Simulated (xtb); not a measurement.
xtb input (GFN1-xTB):

```bash
xtb mol.xyz --gfn 1 --sp --chrg -1 --uhf 0
```
mol.xyz:
```
13

C      2.04614464    -0.57082763    -0.24459826
C      0.96850092     0.32233162     0.31524023
B     -0.47390794     0.16273061     0.11045107
N     -1.08921289    -0.85751139    -0.79798645
N     -1.51305456     0.96543710     0.84552909
H      1.60938961    -1.40688671    -0.80759680
H      2.75160405    -0.07679888    -0.94453859
H      2.69451858    -1.04499342     0.51920347
H      1.33786007     1.11579123     0.97194238
H     -2.04842613    -0.68640734    -1.06800461
H     -0.54545419    -1.07473410    -1.62027689
H     -2.20746183     1.39375054     0.24085827
H     -1.09449163     1.70212153     1.39950699
```

End of the output:

```
         :::::::::::::::::::::::::::::::::::::::::::::::::::::
         ::                     SUMMARY                     ::
         :::::::::::::::::::::::::::::::::::::::::::::::::::::
         :: total energy             -16.593515631551 Eh    ::
         :: gradient norm              0.029144725641 Eh/a0 ::
         :: HOMO-LUMO gap              4.648865669284 eV    ::
         ::.................................................::
         :: SCC energy               -16.792012885108 Eh    ::
         :: -> electrostatic           0.170294832058 Eh    ::
         :: repulsion energy           0.202394236102 Eh    ::
         :: dispersion energy         -0.003896982546 Eh    ::
         :: halogen bond corr.         0.000000000000 Eh    ::
         :: add. restraining           0.000000000000 Eh    ::
         :: total charge              -1.000000000000 e     ::
         :::::::::::::::::::::::::::::::::::::::::::::::::::::

           -------------------------------------------------
          |                Property Printout                |
           -------------------------------------------------

    * Orbital Energies and Occupations

         #    Occupation            Energy/Eh            Energy/eV
      -------------------------------------------------------------
         1        2.0000           -0.5215825             -14.1930
       ...           ...                  ...                  ...
         3        2.0000           -0.4152414             -11.2993
         4        2.0000           -0.3484524              -9.4819
         5        2.0000           -0.3342759              -9.0961
         6        2.0000           -0.3264628              -8.8835
         7        2.0000           -0.3198953              -8.7048
         8        2.0000           -0.3071713              -8.3586
         9        2.0000           -0.3017848              -8.2120
        10        2.0000           -0.2658795              -7.2349
        11        2.0000           -0.2459297              -6.6921
        12        2.0000           -0.2276136              -6.1937
        13        2.0000           -0.1985466              -5.4027
        14        2.0000           -0.1773260              -4.8253
        15        2.0000           -0.1033268              -2.8117 (HOMO)
        16                          0.0675158               1.8372 (LUMO)
        17                          0.0803618               2.1868
Note: The following floating-point exceptions are signalling: IEEE_DENORMAL
normal termination of xtb
        18                          0.0940173               2.5583
        19                          0.1058754               2.8810
        20                          0.1306433               3.5550
        21                          0.1355717               3.6891
        22                          0.1433515               3.9008
        23                          0.1750100               4.7623
        24                          0.1802177               4.9040
        25                          0.3286651               8.9434
        26                          0.3991363              10.8611
       ...                                ...                  ...
        36                          0.8628311              23.4788
      -------------------------------------------------------------
                  HL-Gap            0.1708427 Eh            4.6489 eV
             Fermi-level           -0.0179055 Eh           -0.4872 eV

  Mulliken/CM5 charges         n(s)   n(p)   n(d)
     1C    -0.02062 -0.15702   0.987  3.034  0.000
     2C    -0.44245 -0.41509   1.029  3.413  0.000
     3B     0.23219  0.10734   0.905  1.863  0.000
     4N    -0.57633 -0.95810   1.450  4.126  0.000
     5N    -0.58368 -0.96154   1.463  4.121  0.000
     6H    -0.02420  0.03053   1.024  0.000  0.000
     7H    -0.05737 -0.00838   1.057  0.000  0.000
     8H    -0.05209 -0.00293   1.052  0.000  0.000
     9H    -0.03975  0.02070   1.040  0.000  0.000
    10H     0.13898  0.33550   0.861  0.000  0.000
    11H     0.14643  0.34179   0.854  0.000  0.000
    12H     0.13497  0.32874   0.865  0.000  0.000
    13H     0.14394  0.33844   0.856  0.000  0.000

Wiberg/Mayer (AO) data.
largest (>0.10) Wiberg bond orders for each atom

 ---------------------------------------------------------------------------
     #   Z sym  total        # sym  WBO       # sym  WBO       # sym  WBO
 ---------------------------------------------------------------------------
     1   6 C    3.978 --     2 C    1.016     6 H    0.985     8 H    0.980
                             7 H    0.980
     2   6 C    3.697 --     3 B    1.559     1 C    1.016     9 H    0.975
     3   5 B    3.517 --     2 C    1.559     4 N    0.953     5 N    0.935
     4   7 N    2.969 --    10 H    0.967    11 H    0.964     3 B    0.953
     5   7 N    2.947 --    13 H    0.970    12 H    0.968     3 B    0.935
     6   1 H    1.013 --     1 C    0.985
     7   1 H    1.024 --     1 C    0.980
     8   1 H    1.023 --     1 C    0.980
     9   1 H    1.002 --     2 C    0.975
    10   1 H    0.992 --     4 N    0.967
    11   1 H    0.993 --     4 N    0.964
    12   1 H    0.996 --     5 N    0.968
    13   1 H    0.994 --     5 N    0.970
 ---------------------------------------------------------------------------

Topologies differ in total number of bonds
Writing topology from bond orders to xtbtopo.mol

 dipole moment from electron density (au)
     X       Y       Z
  -0.5413   0.4659  -1.0204  total (Debye):    3.166

           -------------------------------------------------
          | TOTAL ENERGY              -16.593515631551 Eh   |
          | GRADIENT NORM               0.029144725641 Eh/α |
          | HOMO-LUMO GAP               4.648865669284 eV   |
           -------------------------------------------------

------------------------------------------------------------------------
------------------------------------------------------------------------
 total:
 SCF:
```

It need not be the lowest isomer of its formula. Whether it binds its extra electron was not tested at this geometry.
